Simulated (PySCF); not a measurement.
strontium atom (Sr), singlet (core potentials on Sr); PBE/def2-SV(P) run with PySCF.

PySCF was given this input:
```python
from pyscf import gto, scf, dft

mol = gto.M(
    atom='''
Sr    0.00000000    0.00000000    0.00000000
''',
    basis='def2-sv(p)',
    ecp={'Sr': 'def2-sv(p)'},
    verbose=4,
)

mf = dft.RKS(mol)
mf.xc = 'pbe'
mf.kernel()
mf.analyze()
```

**Question.** What does PySCF print? Leave out banner, timings and long lists.

**Answer.** 
```
PySCF version 2.14.0

[INPUT] verbose = 4
[INPUT] num. atoms = 1
[INPUT] num. electrons = 10
[INPUT] charge = 0
[INPUT] spin (= nelec alpha-beta = 2S) = 0
[INPUT] symmetry False subgroup None
[INPUT] Mole.unit = angstrom
[INPUT] Symbol           X                Y                Z      unit          X                Y                Z       unit  Magmom
[INPUT]  1 Sr     0.000000000000   0.000000000000   0.000000000000 AA    0.000000000000   0.000000000000   0.000000000000 Bohr   0.0

nuclear repulsion = 0
number of shells = 9
number of NR pGTOs = 49
number of NR cGTOs = 23
basis = def2-sv(p)
ecp = {'Sr': 'def2-sv(p)'}

******** <class 'pyscf.dft.rks.RKS'> ********
method = RKS
initial guess = minao
damping factor = 0
level_shift factor = 0
DIIS = <class 'pyscf.scf.diis.CDIIS'>
diis_start_cycle = 1
diis_space = 8
diis_damp = 0
SCF conv_tol = 1e-09
SCF conv_tol_grad = None
SCF max_cycles = 50
direct_scf = True
direct_scf_tol = 1e-13
XC library pyscf.dft.libxc version 7.1.2
    S. Lehtola, C. Steigemann, M. J. T. Oliveira, and M. A. L. Marques,  SoftwareX 7, 1–5 (2018)
XC functionals = pbe
    J. P. Perdew, K. Burke, and M. Ernzerhof,  Phys. Rev. Lett. 77, 3865 (1996)
    J. P. Perdew, K. Burke, and M. Ernzerhof,  Phys. Rev. Lett. 78, 1396 (1997)
    J. P. Perdew, K. Burke, and M. Ernzerhof,  Phys. Rev. Lett. 77, 3865 (1996)
    J. P. Perdew, K. Burke, and M. Ernzerhof,  Phys. Rev. Lett. 78, 1396 (1997)
radial grids:
    Treutler-Ahlrichs [JCP 102, 346 (1995); DOI:10.1063/1.469408] (M4) radial grids

becke partition: Becke, JCP 88, 2547 (1988); DOI:10.1063/1.454033
pruning grids: <function nwchem_prune>
grids dens level: 3
symmetrized grids: False
atomic radii adjust function: <function treutler_atomic_radii_adjust>
small_rho_cutoff = 0
Set gradient conv threshold to 3.16228e-05
Initial guess from minao.
tot grids = 21912
init E= -18.7402270446108
  HOMO = 0.0274919352146109  LUMO = 0.0798942209440167  gap/eV = 1.42594
cycle= 1 E= -29.5198668181932  delta_E= -10.8  |g|= 1.87  |ddm|= 6.44

WARN: HOMO -0.362816663355672 == LUMO -0.362816663355672

cycle= 2 E= -30.2549100700675  delta_E= -0.735  |g|= 0.554  |ddm|= 6.71
  HOMO = -0.0746270881881728  LUMO = -0.00456051926475016  gap/eV = 1.90661
cycle= 3 E= -30.65875978593  delta_E= -0.404  |g|= 0.163  |ddm|=  3.1
  HOMO = -0.127467969491643  LUMO = -0.0451607350020634  gap/eV = 2.23969
cycle= 4 E= -30.6732022350126  delta_E= -0.0144  |g|= 0.0155  |ddm|= 0.996
  HOMO = -0.129598987268231  LUMO = -0.0457466517808666  gap/eV = 2.28174
cycle= 5 E= -30.6733574663909  delta_E= -0.000155  |g|= 0.000438  |ddm|= 0.143
  HOMO = -0.1292729739621  LUMO = -0.0453183884122534  gap/eV = 2.28452
cycle= 6 E= -30.6733575735029  delta_E= -1.07e-07  |g|= 1.41e-05  |ddm|= 0.00319
  HOMO = -0.129277605236192  LUMO = -0.0453232522297305  gap/eV = 2.28451
cycle= 7 E= -30.673357573661  delta_E= -1.58e-10  |g|= 1.41e-06  |ddm|= 6.03e-05
  HOMO = -0.12927839097378  LUMO = -0.0453242157919629  gap/eV = 2.28451
Extra cycle  E= -30.6733575736634  delta_E= -2.46e-12  |g|= 4.43e-07  |ddm|= 1.47e-05
converged SCF energy = -30.6733575736634
**** SCF Summaries ****
Total Energy =                         -30.673357573663434
Nuclear Repulsion Energy =               0.000000000000000
One-electron Energy =                  -49.963120008265065
Two-electron Energy =                   19.289762434601631
Two-electron Coulomb Energy =           23.504783663677191
DFT Exchange-Correlation Energy =       -4.215021229075561
HOMO-LUMO gap [eV] =                     2.284509468863118
**** MO energy ****
MO #1   energy= -1.52555623377582  occ= 2
MO #2   energy= -0.849654901885696 occ= 2
MO #3   energy= -0.849654890155338 occ= 2
MO #4   energy= -0.849654860903323 occ= 2
MO #5   energy= -0.12927839097378  occ= 2
MO #6   energy= -0.0453242157919629 occ= 0
MO #7   energy= -0.045324215431574 occ= 0
MO #8   energy= -0.045324204951497 occ= 0
MO #9   energy= -0.0453242006379541 occ= 0
MO #10  energy= -0.0453241982220521 occ= 0
MO #11  energy= -0.0449074082313976 occ= 0
MO #12  energy= -0.0449073301757358 occ= 0
MO #13  energy= -0.0449073147638879 occ= 0
Dipole moment(X, Y, Z, Debye):  0.00000,  0.00000, -0.00000
```
